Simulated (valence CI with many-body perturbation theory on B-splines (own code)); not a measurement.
## E1 line list for Sm XLVIII

Level of theory: configuration interaction combined with many-body perturbation theory (CI+MBPT): five valence electrons over a frozen Dirac-Fock core [Ne], a basis of 9 s, 9 p, 8 d, 6 f, 3 g, 1 h functions for each j, with the one-electron correlation potential Σ1 (screened to all orders), the two-electron term Σ2, the three-electron term Σ3, Breit, model QED; selected single and double excitations, second order for the rest (own B-spline code, finite nucleus).

The last digits are not significant, and no measured levels were compared; by estimate large intervals hold to a few tenths of a per cent, small ones and those within an open d or f shell to about a per cent. Among the levels kept, up to 620 cm⁻¹ of a level comes from second order outside the variational space, and about a tenth of that is noise between levels of different J, which matters for small intervals.

Lines 51 to 100 of 211 in falling wavelength, among levels below 39.449 Ry, chosen from the strongest by gf and those to the six lowest levels. Wavelengths and rates use the calculated energies. Electric multipoles are in the length gauge, E1 and E2 with the static RPA response of the core. Weak lines are less certain than strong ones. Lines between different terms over intervals too small for the method are left out, as are lines whose strength nearly cancels. The highest levels of a list are the least certain.

Levels are named by their leading jj configuration (3d3/2^4 stands for four electrons in 3d with j = 3/2), which in mixed levels can hold well under half, so a name can repeat and another be missing. Letters in brackets count levels of one name in rising energy.

| λ vac (Å) | Upper | Lower | A (s⁻¹) | log gf | Branch % |
| --- | --- | --- | --- | --- | --- |
| 88.48 | (3s 3p1/2^2 3p3/2 3d5/2) J=7/2 [a] | (3s^2 3p1/2 3p3/2 3d5/2) J=9/2 | 4.11e+09 | -1.41 | 2.7 |
| 86.41 | (3s 3p1/2^2 3p3/2 3d5/2) J=5/2 [b] | (3s^2 3p1/2 3p3/2 3d5/2) J=5/2 [b] | 7.37e+09 | -1.31 | 1.8 |
| 86.27 | (3s 3p1/2^2 3p3/2 3d5/2) J=3/2 [a] | (3s^2 3p1/2 3p3/2 3d5/2) J=3/2 [a] | 5.15e+09 | -1.64 | 4.5 |
| 85.72 | (3s 3p1/2^2 3p3/2 3d5/2) J=5/2 [b] | (3s^2 3p1/2 3p3/2 3d5/2) J=7/2 [b] | 2.03e+10 | -0.87 | 4.9 |
| 84.17 | (3s 3p1/2^2 3p3/2^2) J=3/2 | (3s^2 3p1/2 3p3/2^2) J=5/2 | 2.10e+10 | -1.05 | 7.2 |
| 83.41 | (3s 3p1/2^2 3p3/2 3d3/2) J=3/2 [b] | (3s^2 3p1/2 3p3/2 3d3/2) J=1/2 [a] | 3.71e+09 | -1.81 | 2.0 |
| 83.25 | (3s 3p1/2^2 3p3/2 3d3/2) J=3/2 [b] | (3s^2 3p1/2 3p3/2 3d3/2) J=3/2 [a] | 3.00e+09 | -1.90 | 1.6 |
| 82.37 | (3s 3p1/2^2 3p3/2 3d5/2) J=7/2 [a] | (3s^2 3p1/2 3p3/2 3d5/2) J=7/2 [a] | 2.39e+09 | -1.71 | 1.6 |
| 82.18 | (3s 3p1/2^2 3p3/2 3d3/2) J=3/2 [b] | (3s^2 3p1/2 3p3/2 3d3/2) J=5/2 [a] | 1.34e+10 | -1.27 | 7.1 |
| 81.77 | (3s 3p1/2 3p3/2^3) J=1/2 | (3s^2 3p3/2^3) J=3/2 | 1.74e+10 | -1.46 | 2.3 |
| 81.02 | (3s^2 3p1/2 3d3/2^2) J=5/2 | (3s^2 3p1/2 3p3/2 3d3/2) J=3/2 [b] | 1.45e+09 | -2.07 | 0.3 |
| 80.91 | (3s 3p1/2^2 3p3/2 3d3/2) J=5/2 [b] | (3s^2 3p1/2 3p3/2 3d3/2) J=7/2 | 2.64e+10 | -0.81 | 7.1 |
| 80.90 | (3s 3p1/2 3p3/2^3) J=3/2 [b] | (3s^2 3p3/2^3) J=3/2 | 1.42e+10 | -1.25 | 1.7 |
| 80.88 | (3s 3p1/2^2 3p3/2 3d3/2) J=5/2 [a] | (3s 3p1/2^2 3p3/2^2) J=3/2 | 4.05e+09 | -1.62 | 17.8 |
| 80.76 | (3s 3p1/2^2 3p3/2 3d5/2) J=7/2 [b] | (3s^2 3p1/2 3p3/2 3d5/2) J=9/2 | 2.26e+10 | -0.75 | 6.3 |
| 79.96 | (3s 3p1/2^2 3p3/2 3d3/2) J=3/2 [a] | (3s 3p1/2^2 3p3/2^2) J=1/2 | 2.30e+09 | -2.05 | 6.0 |
| 79.95 | (3s 3p1/2^2 3p3/2 3d3/2) J=3/2 [a] | (3s 3p1/2^2 3p3/2^2) J=3/2 | 2.91e+09 | -1.95 | 7.6 |
| 79.33 | (3s 3p1/2^2 3p3/2 3d3/2) J=1/2 [a] | (3s 3p1/2^2 3p3/2^2) J=1/2 | 2.48e+09 | -2.33 | 11.9 |
| 79.32 | (3s 3p1/2^2 3p3/2 3d3/2) J=1/2 [a] | (3s 3p1/2^2 3p3/2^2) J=3/2 | 2.23e+09 | -2.38 | 10.8 |
| 78.97 | (3s 3p1/2^2 3p3/2^2) J=3/2 | (3s^2 3p1/2 3p3/2^2) J=3/2 | 8.89e+09 | -1.48 | 3.0 |
| 78.95 | (3s 3p1/2^2 3p3/2^2) J=1/2 | (3s^2 3p1/2 3p3/2^2) J=3/2 | 7.10e+07 | -3.88 | 0.0 |
| 77.66 | (3s^2 3p1/2 3d3/2^2) J=5/2 | (3s^2 3p1/2 3p3/2 3d3/2) J=5/2 [b] | 3.39e+09 | -1.74 | 0.7 |
| 77.01 | (3s 3p1/2^2 3p3/2 3d3/2) J=5/2 [b] | (3s^2 3p1/2 3p3/2 3d3/2) J=3/2 [a] | 2.76e+09 | -1.83 | 0.7 |
| 76.87 | (3s^2 3p1/2 3p3/2 3d3/2) J=3/2 [a] | (3s^2 3p1/2 3p3/2^2) J=1/2 | 8.94e+08 | -2.50 | 1.3 |
| 76.74 | (3s^2 3p1/2 3p3/2 3d3/2) J=1/2 [a] | (3s^2 3p1/2 3p3/2^2) J=1/2 | 8.93e+08 | -2.80 | 14.7 |
| 75.66 | (3s 3p1/2^2 3p3/2 3d3/2) J=1/2 [b] | (3s^2 3p1/2 3p3/2 3d3/2) J=1/2 [a] | 4.32e+09 | -2.13 | 1.1 |
| 75.63 | (3s 3p1/2^2 3p3/2 3d5/2) J=7/2 [b] | (3s^2 3p1/2 3p3/2 3d5/2) J=7/2 [a] | 1.05e+10 | -1.14 | 2.9 |
| 75.53 | (3s 3p1/2^2 3p3/2 3d3/2) J=1/2 [b] | (3s^2 3p1/2 3p3/2 3d3/2) J=3/2 [a] | 2.52e+10 | -1.37 | 6.1 |
| 75.03 | (3s 3p1/2^2 3p3/2 3d5/2) J=3/2 [b] | (3s^2 3p1/2 3p3/2 3d5/2) J=5/2 [a] | 8.15e+09 | -1.56 | 2.1 |
| 73.86 | (3s 3p1/2^2 3p3/2 3d5/2) J=5/2 [b] | (3s^2 3p1/2 3p3/2 3d5/2) J=3/2 [a] | 3.78e+09 | -1.73 | 0.9 |
| 73.19 | (3s 3p1/2^2 3p3/2 3d5/2) J=3/2 [b] | (3s^2 3p1/2 3p3/2 3d5/2) J=3/2 [a] | 1.31e+09 | -2.38 | 0.3 |
| 72.31 | (3s^2 3p1/2 3p3/2 3d3/2) J=5/2 [a] | (3s^2 3p1/2 3p3/2^2) J=5/2 | 2.66e+09 | -1.90 | 64.6 |
| 71.50 | (3s^2 3p1/2 3p3/2 3d3/2) J=3/2 [a] | (3s^2 3p1/2 3p3/2^2) J=5/2 | 6.69e+09 | -1.69 | 9.7 |
| 70.85 | (3s 3p1/2^2 3p3/2 3d3/2) J=3/2 [b] | (3s 3p1/2^2 3p3/2^2) J=1/2 | 2.21e+09 | -2.18 | 1.2 |
| 70.84 | (3s 3p1/2^2 3p3/2 3d3/2) J=3/2 [b] | (3s 3p1/2^2 3p3/2^2) J=3/2 | 6.51e+09 | -1.71 | 3.4 |
| 70.07 | (3s 3p1/2^2 3p3/2 3d3/2) J=5/2 [a] | (3s 3p1/2^2 3p3/2^2) J=5/2 | 5.36e+09 | -1.63 | 23.6 |
| 69.36 | (3s 3p1/2^2 3p3/2 3d3/2) J=3/2 [a] | (3s 3p1/2^2 3p3/2^2) J=5/2 | 9.89e+09 | -1.54 | 25.8 |
| 68.44 | (3s^2 3p1/2 3p3/2 3d3/2) J=5/2 [a] | (3s^2 3p1/2 3p3/2^2) J=3/2 | 3.04e+07 | -3.89 | 0.7 |
| 68.44 | (3s^2 3p1/2 3p3/2 3d3/2) J=7/2 | (3s^2 3p1/2 3p3/2^2) J=5/2 | 1.13e+08 | -3.20 | 99.8 |
| 67.94 | (3s^2 3p1/2^2 3d3/2) J=3/2 | (3s^2 3p1/2^2 3p3/2) J=3/2 | 6.05e+09 | -1.78 | 99.9 |
| 67.72 | (3s^2 3p1/2 3p3/2 3d3/2) J=3/2 [a] | (3s^2 3p1/2 3p3/2^2) J=3/2 | 5.50e+08 | -2.82 | 0.8 |
| 67.61 | (3s^2 3p1/2 3p3/2 3d3/2) J=1/2 [a] | (3s^2 3p1/2 3p3/2^2) J=3/2 | 2.02e+09 | -2.56 | 33.2 |
| 67.48 | (3s 3p1/2^2 3p3/2 3d5/2) J=3/2 [a] | (3s^2 3p1/2 3p3/2 3d3/2) J=3/2 [a] | 1.17e+09 | -2.49 | 1.0 |
| 67.38 | (3s 3p1/2^2 3p3/2 3d3/2) J=7/2 | (3s 3p1/2^2 3p3/2^2) J=5/2 | 1.12e+09 | -2.21 | 5.8 |
| 66.77 | (3s 3p1/2^2 3p3/2 3d5/2) J=3/2 [a] | (3s^2 3p1/2 3p3/2 3d3/2) J=5/2 [a] | 1.74e+09 | -2.33 | 1.5 |
| 65.17 | (3s 3p1/2^2 3p3/2 3d3/2) J=1/2 [b] | (3s 3p1/2^2 3p3/2^2) J=3/2 | 3.82e+09 | -2.31 | 0.9 |
| 65.02 | (3s^2 3p1/2 3d3/2^2) J=5/2 | (3s^2 3p1/2 3p3/2 3d3/2) J=3/2 [a] | 1.95e+09 | -2.13 | 0.4 |
| 64.37 | (3s^2 3p1/2 3d3/2^2) J=5/2 | (3s^2 3p1/2 3p3/2 3d3/2) J=5/2 [a] | 3.04e+09 | -1.95 | 0.6 |
| 64.09 | (3s^2 3p3/2^2 3d3/2) J=5/2 | (3s^2 3p3/2^3) J=3/2 | 1.27e+09 | -2.33 | 0.1 |
| 62.40 | (3s 3p1/2^2 3p3/2 3d3/2) J=3/2 [b] | (3s 3p1/2^2 3p3/2^2) J=5/2 | 2.55e+09 | -2.22 | 1.3 |

How does gf follow from A for the line at 82.37 Å?

gf = 1.4992 × (2J+1)_upper × A / σ², with σ = 1214088 cm⁻¹ and 2J+1 = 8: gf = 0.0195.
